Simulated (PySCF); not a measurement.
## How methods differ on the ionisation energy of Xe³⁺

Xe³⁺ [Kr] 4d10 5s2 5p3 [5p1/2^2 5p3/2^1, M_J = 3/2] → Xe⁴⁺ [Kr] 4d10 5s2 5p2 [5p1/2^2, M_J = 0], as a difference of total energies. Calculation: PySCF 2.14, in x2c-SVPall-2c (6s8p4d, 50 functions); the two-component X2C-1e Hamiltonian. Correlated levels: [Ar] 3d10 frozen; the 6 highest virtual spinors dropped. "Screened" scales the spin-orbit matrix elements by Boettger's factors to mimic the two-electron term; Breit and QED terms are absent.

```tsv
method	ionisation energy (eV)
GHF (spin-free)	43.017
GMP2 (spin-free)	43.199
GHF (screened spin-orbit)	42.301
GMP2 (screened spin-orbit)	42.264
```

The spin-free rows relax to the high-spin LS determinant and lack the spin-orbit shift.

Errors of the correlated levels include the incompleteness of this basis and the frozen core.

The labels give the starting determinants; with spin-orbit coupling the two ends relaxed to ⟨J²⟩ = 3.76, ⟨L²⟩ = 0.22, ⟨S²⟩ = 3.51 and ⟨J²⟩ = 0.00, ⟨L²⟩ = 1.35, ⟨S²⟩ = 1.35.

Question: Which method comes closest to the reference value, and which is furthest?

Answer: The reference is 42.2 ± 0.2 eV (measured; NIST Atomic Spectra Database, ionization energies). Closest: GMP2 (screened spin-orbit) (error 0.064 eV); furthest: GMP2 (spin-free) (error 0.999 eV).
